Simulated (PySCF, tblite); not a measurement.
Calculations on `CC#C[SiH2][Si@@H](CCC)[SiH2][SiH3]`, in the order of a workflow; each names the level of the geometry that it ran on. Settings lines and outputs come from a driver script.

C6H18Si4.
Numbering: `[CH3:1][C:2]#[C:3][SiH2:4][Si@@H:5]([CH2:6][CH2:7][CH3:8])[SiH2:9][SiH3:10]` (hydrogens: H11, H12, H13 on C1; H14, H15 on Si4; H16 on Si5; H17, H18 on C6; H19, H20 on C7; H21, H22, H23 on C8; H24, H25 on Si9; H26, H27, H28 on Si10)

Step 1: GFN2-xTB geometry optimisation, gas phase (tblite 0.8.0) (from a force-field or distance-geometry start)
```json
{"job": {"kind": "relax", "xc": "GFN2-xTB", "basis": "xTB"}, "charge": 0, "multiplicity": 1}
```
```
step      E/eV     max force
  0    -783.91334    1.729
  1    -784.13889    0.865
  2    -784.23835    2.522
...
264    -784.71356    0.014
265    -784.71358    0.012
266    -784.71359    0.012
267    -784.71361    0.013
268    -784.71362    0.008
```

Energy lowered by 18.5 kcal/mol over 268 steps; largest atomic force 0.008 eV/Å at the end. «max force» is the largest atomic force in eV/Å.

Step 2: GFN2-xTB harmonic vibrations, gas phase (tblite 0.8.0) (on the GFN2-xTB geometry)
```json
{"job": {"kind": "ir", "xc": "GFN2-xTB", "basis": "xTB"}, "charge": 0, "multiplicity": 1}
```
```
(table of modes left out)
```

78 modes from -30 to 3031 cm⁻¹ (unscaled, harmonic, a negative number standing for an imaginary wavenumber); zero-point energy 128.1 kcal/mol from the real modes; the lowest is imaginary at this level.

Step 3: PBE0-D3(BJ)/def2-SVP geometry optimisation, gas phase (PySCF 2.14.0) (from the GFN2-xTB geometry)
```json
{"job": {"xc": "PBE0", "basis": "def2-SVP", "d3": "d3bj", "grid": 1, "shake": 0.01, "kind": "geom"}, "charge": 0, "multiplicity": 1}
```
```
step   0  E = -1396.09285126  max force = 0.051748
step   1  E = -1396.10503014  max force = 0.014195
step   2  E = -1396.10596778  max force = 0.004633
step   3  E = -1396.10615467  max force = 0.001257
...
step  17  E = -1396.11058728  max force = 0.000669
step  18  E = -1396.11062607  max force = 0.000726
step  19  E = -1396.11063647  max force = 0.000806
step  20  E = -1396.11064030  max force = 0.000320
optimisation converged
```

Final energy -1396.11064 Eh after 20 steps; dipole 0.59 D. Energies in Eh; «max force» is the largest Cartesian gradient component in Eh/bohr.

Task: Which step took the most CPU time, and about what did each take on one thread of an Arm Neoverse N1 (shared host)?

Result: Step 3, about 99 % of the total. CPU time by step: 1: 8.0 s, 2: 4.5 s, 3: 28 min.

Final geometry (PBE0-D3(BJ)/def2-SVP):
```
atom  x, y, z in Å
C1     4.851    1.168   -0.834
C2     3.807    0.530   -0.056
C3     2.927   -0.003    0.599
Si4    1.524   -0.772    1.480
Si5   -0.336   -0.682    0.055
C6    -1.859   -1.492    0.846
C7    -3.132   -1.417    0.004
C8    -4.323   -2.099    0.659
Si9   -0.754    1.568   -0.468
Si10   1.113    2.693   -1.340
H11    5.155    2.122   -0.375
H12    4.502    1.382   -1.857
H13    5.741    0.524   -0.904
H14    1.863   -2.182    1.851
H15    1.243   -0.020    2.743
H16    0.026   -1.384   -1.221
H17   -1.605   -2.545    1.064
H18   -2.021   -1.010    1.827
H19   -2.945   -1.869   -0.986
H20   -3.378   -0.359   -0.196
H21   -5.225   -2.031    0.031
H22   -4.121   -3.167    0.840
H23   -4.559   -1.639    1.632
H24   -1.861    1.662   -1.476
H25   -1.218    2.283    0.767
H26    1.826    1.840   -2.341
H27    0.659    3.940   -2.035
H28    2.066    3.082   -0.257
```

 (This holds for the electronic-property runs.)

One conformer stands for the species.
